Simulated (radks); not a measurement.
Results of a calculation; reference values are marked as such.
Question: Ionisation of B2+, [He] 2s1, to B3+, [He], under several functionals. Non-relativistic Kohn-Sham, spin-polarised, spherical densities, point nucleus; open shells are filled with parallel spins first; a radial shooting solver on a logarithmic mesh with Libxc functionals. Known Delta-SCF values: BP86 38.100 eV; XLYP 38.534 eV. What does SOGGA give, and what is its highest occupied eigenvalue?

Answer: 37.928 eV by Delta-SCF; the 2s eigenvalue is -32.385 eV. NIST: 37.931 eV (measured).
